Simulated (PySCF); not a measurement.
Constitutional and geometric isomers with formula CH3B2N. Isolated molecules, 0 K electronic values unless said otherwise. One relaxed conformer stands for each flexible species; it need not be the lowest. Strings in code marks are SMILES.

The four lowest singlet excitations (Tamm–Dancoff). The numbers are results of ωB97X-D3(BJ)/def2-TZVP // PBE0-D3(BJ)/def2-TZVP in PySCF, not measurements. Excitations are Tamm–Dancoff values on a coarser integration grid. The basis has no diffuse functions, so Rydberg states are missing or too high.

| state | energy (eV) | wavelength (nm) | oscillator strength |
|---|---|---|---|
| S1 | 3.49 | 355 | 0.000 |
| S2 | 6.04 | 205 | 0.048 |
| S3 | 6.37 | 195 | 0.002 |
| S4 | 6.68 | 186 | 0.349 |

Question: Identify which member gives these states.
(A) `BB=C=N`
(B) `[H]/B=C\B=N`
(C) `B=C=BN`
(D) `[H]/B=C/N=B`

Answer: B, `[H]/B=C\B=N`
